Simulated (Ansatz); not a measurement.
Born–Oppenheimer molecular dynamics of CH$_{7}$Ga (9 atoms, charge 0, multiplicity 1). It starts at the highest image of a converged band. Of that band: Neighbouring images differ by up to 2.3 eV, so the band resolves the path poorly. A vibrational analysis at the climbing image gives one clearly imaginary mode, 1879i cm⁻¹: a first-order saddle point.

The calculation used RHF/def2-SVP (Ansatz 0.2.0).

- ensemble: NVE (velocity Verlet)
- time step: 0.5 fs
- steps asked: 200
- starting velocities drawn for: 300 K
- seed: 9142

First frame:

```xyz
9
Properties=species:S:1:pos:R:3
Ga -0.049 -0.274 0.033
C -0.022 -0.065 2.252
H -0.980 -0.172 2.764
H 0.770 -0.517 2.853
H 0.202 1.002 2.186
H 1.393 -0.061 -0.516
H -1.443 0.178 -0.495
H -0.182 -1.963 0.570
H -0.118 -1.287 1.377
```

(1) How far do the bonds stretch over the last three quarters of this one trajectory? (Pairs bonded in most of those frames.)

Results:

(1) 
```tsv
bond	mean (Å)	spread (Å)	shortest	longest
Ga1–H6	1.586	0.035	1.52	1.65
Ga1–H7	1.584	0.020	1.54	1.62
Ga1–H8	1.581	0.030	1.53	1.64
C2–H3	1.091	0.029	1.04	1.15
C2–H4	1.092	0.036	1.03	1.16
C2–H5	1.089	0.022	1.04	1.15
C2–H9	1.154	0.148	0.92	1.36
```

Mean temperature of the second half: 2290 K. The conserved energy stayed within 1.6 meV per atom of its start (net change -0.61 meV per atom), so the integration is sound. The kinetic energy rose, since the run started high on the potential surface and went downhill. It ends in pieces (CH4 + GaH3), so much of that is their flight and rotation, not heat. A run of 0.1 ps of so small a system gives no equilibrium averages. The orbitals stay closed-shell, which can raise the energy where a bond breaks towards radicals; this wasn't checked here.

Time of the run: 6.6 min on 1 thread of Arm Neoverse N1, on a shared host, peak memory 0.16 GiB.
